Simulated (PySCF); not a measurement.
# C₆ coefficients of unlike pairs at M06

Calculated with PySCF 2.14 from the dipole response of each species, C₆(A,B) = (3/π) ∫ α_A(iu) α_B(iu) du, in atomic units, from isotropic polarisabilities. For ions this is the dispersion term alone; charge-induced terms of lower order in 1/R come first.

```json
{"species": "C", "configuration": "[He] 2s2 2p2 (3P)", "basis": "dyall-av2z (11s7p2d)", "relativity": "none", "α (bohr³)": "12.06", "C₆ (like pair)": "47.00"}
{"species": "Rh²⁺", "configuration": "[Kr] 4d7 (4F)", "basis": "aug-cc-pwCVTZ-PP with ECP28MDF (8s8p7d4f3g)", "relativity": "core potential", "α (bohr³)": "7.380", "C₆ (like pair)": "38.80"}
{"species": "F²⁺", "configuration": "[He] 2s2 2p3 (4S)", "basis": "aug-cc-pVTZ with one added diffuse shell each of s, p, d, f type (6s5p4d3f)", "relativity": "none", "α (bohr³)": "1.183", "C₆ (like pair)": "1.484"}
```

(1) Estimate C₆ for F²⁺ with C.

No spin-orbit coupling is included.

The other pairs:

```json
{"pair": "Rh²⁺, C", "C₆": "39.68"}
{"pair": "F²⁺, Rh²⁺", "C₆": "7.472"}
```

## Answers

(1) The integral gives 7.165. The combination rule 2 C_A C_B / (C_A α_B/α_A + C_B α_A/α_B) gives 7.067 and the geometric mean 8.351.
